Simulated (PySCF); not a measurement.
C4H10OSi2.
Structure used (PBE0-D3(BJ)/def2-SVP), in Å, numbered top down from 1:
```
atom  x, y, z in Å
Si1    2.4377   -1.0103    0.2009
O2     1.0980   -1.0497   -0.7701
Si3   -0.2545   -0.2023   -1.2436
C4    -1.8235   -0.9854   -0.5440
C5    -2.1941   -0.0233    0.5550
C6    -1.5265    1.1363    0.6617
C7    -0.4271    1.4429   -0.3229
H8     3.0509   -2.3682    0.2161
H9     3.4358   -0.0262   -0.3192
H10    2.0662   -0.6186    1.5956
H11   -0.2091   -0.0912   -2.7301
H12   -2.6272   -1.0692   -1.2977
H13   -1.6495   -2.0067   -0.1652
H14   -3.0018   -0.2720    1.2525
H15   -1.7754    1.8578    1.4478
H16    0.5020    1.7645    0.1796
H17   -0.7068    2.2732   -0.9964
```

Computed with PySCF at B3LYP/def2-SVPD, non-relativistic, on one gas-phase PBE0-D3(BJ)/def2-SVP geometry that isn't relaxed in the solvent. The solvent is an IEF-PCM continuum (van der Waals radii × 1.2). Specific hydrogen bonds and non-electrostatic terms are outside this model.

Gas phase at B3LYP/def2-SVPD: HOMO -6.95 eV, LUMO -0.05 eV, dipole 0.76 D.

**Question.** What does the continuum do to the energy, the frontier levels and the dipole at B3LYP/def2-SVPD in benzene and dichloromethane?

**Answer.** 
```
        solvent      ε  E(solvent) − E(gas) (kJ/mol)  polarisation term (kJ/mol)  distortion of the solute (kJ/mol)  HOMO (eV)  LUMO (eV)  dipole (D)
        benzene  2.271                         -3.00                       -3.12                               0.12      -6.88      -0.01        0.85
dichloromethane   8.93                         -5.87                       -6.37                               0.50      -6.85       0.00        0.94
```

The first energy column is the sum of the next two and covers electrostatics alone. From benzene to dichloromethane the lowering changes by a factor 1.96, Onsager's factor (ε − 1)/(2ε + 1) by 1.83 and ε itself by 3.9.

**Question.** Give the dipole vector in the frame of the coordinates (D, pointing from negative to positive charge), gas and dichloromethane.

**Answer.** Gas (-0.51, 0.51, 0.23), solvent (-0.57, 0.70, 0.29). Its length changes by +25 % and its direction by 5°.

**Question.** How does the static polarisability (B3LYP/def2-SVPD, frozen core, with the continuum's full static response) change?

**Answer.** 
```csv
medium,isotropic (au),principal values (au),⟨r²⟩ of the electrons (bohr²)
gas,98.7,"89.2, 100.5, 106.4",1272.5
benzene,112.8,"101.4, 116.1, 120.9",1272.4
dichloromethane,128.4,"115.0, 131.6, 138.6",1272.3
```

The isotropic value in dichloromethane is 1.30 times the gas-phase one; no cavity-field correction is applied. ⟨r²⟩ is taken about the centre of nuclear charge.

Hardware: one thread, Intel Xeon Platinum 8259CL at 2.50 GHz (x86_64), shared host. Cost: 50 s wall, 1.0 GiB resident at most. This is the whole response run at B3LYP/def2-SVPD in dichloromethane, SCF included.
